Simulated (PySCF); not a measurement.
**CH$_{3}$OSi, SMILES `O=[C][SiH3]` (charge 0, multiplicity 2)**

All values below come from PBE-D3(BJ)/def2-TZVP in PySCF.

| Property | Value |
|---|---|
| highest occupied spin orbital | -4.25 eV |
| dipole moment | 1.54 D |
| total energy | -404.3365 Ha |
| cost | around 2.2 core-minutes (rough) |

Bonded distances (Å): O1–C2 1.182, C2–Si3 1.936, Si3–H4 1.491, Si3–H5 1.503, Si3–H6 1.491. Bond angles (°): O1–C2–Si3 136.8, C2–Si3–H4 102.4, C2–Si3–H5 120.3, C2–Si3–H6 102.2, H4–Si3–H5 110.5, H4–Si3–H6 110.3, H5–Si3–H6 110.6.
Charge 0, spin multiplicity 2.
